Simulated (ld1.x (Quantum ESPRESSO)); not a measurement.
What one change does to a pseudopotential (mercury (Hg), RRKJ)

Hg (Z = 80), norm-conserving RRKJ (Kleinman–Bylander form), made with ld1.x (Quantum ESPRESSO) 7.5 (PBE, scalar-relativistic). Core [Kr] 4d10 4f14 5s2, reference 5p6 5d10 6s2 6p0. Waves: 5p (bound): rc 1.85 bohr; 5d (bound): rc 1.65 bohr; 6s (bound): rc 2.20 bohr. Local part: the s channel. Core correction: none.

Change: wave 5p (bound): rc 1.85 bohr becomes 5p (bound): rc 1.24 bohr.

Cutoffs: the cutoffs (Ry, on a coarse ladder) from which the occupation-weighted sum of valence levels, in a spherical-Bessel basis at the reference potential, stays within 10 and 1 mRy of its value at 400 Ry; they do not see the model core or the augmentation charge, which bear on the density cutoff. Errors are all-electron minus pseudo energies relative to the spin-unpolarised reference configuration.

Question: Predict the effect on cutoff, ghosts and configuration errors.

Answer: The potential gets harder (45 Ry and 70 Ry → 100 Ry and 160 Ry); the number of tests that count goes from 6 to 7; the errors of the 6 common tests hardly move; neither file shows a bound ghost at the reference potential, the only one tested. A smaller radius makes the pseudo-wave follow the all-electron one further in, where it bends more sharply, so more plane waves are needed.

```csv
quantity,base,changed
"cutoff, loose",45 Ry,100 Ry
"cutoff, tight",70 Ry,160 Ry
loose cutoff by channel (10 mRy a level),"p 30 Ry, d 40 Ry, s 8 Ry","p 80 Ry, d 40 Ry, s 8 Ry"
bound ghosts,none,none
"tests counted (converged, no solver errors)",6 of 7,7 of 7
"error for 5p6 5d10 6s1 6p0, meV [ΔE 10.69 eV]",-11,-11
"error for 5p6 5d10 6s0 6p0, meV [ΔE 29.66 eV]",-47,-47
"error for 5p6 5d9 6s0 6p0, meV [ΔE 65.19 eV]",-81,-81
"error for 5p6 5d10 6s1.5 6p0, meV [ΔE 4.36 eV]",-3.0,-3.0
"error for 5p6 5d9 6s2 6p1, meV [ΔE 10.37 eV]",-782,-797
"error for 5p6 5d8 6s0 6p0, meV [ΔE 114.95 eV]",-249,-252
s: phases at 2.40 bohr within 0.05 rad from the reference energy up to (Ry; the scan ends near 5),3.5,3.5
p: phases at 2.40 bohr within 0.05 rad from the reference energy up to (Ry; the scan ends near 5),-1.1,-1.1
d: phases at 2.40 bohr within 0.05 rad from the reference energy up to (Ry; the scan ends near 5),1.5,1.5
```

Base: Tests not counted: 5p6 5d10 6s1 6p1 (pseudo-atom not self-consistent, printed error -588 meV). ld1.x printed “convergence not achieved” for 3 of the counted tests; their residual had stalled under 1e-8, short of the target of 1e-14.
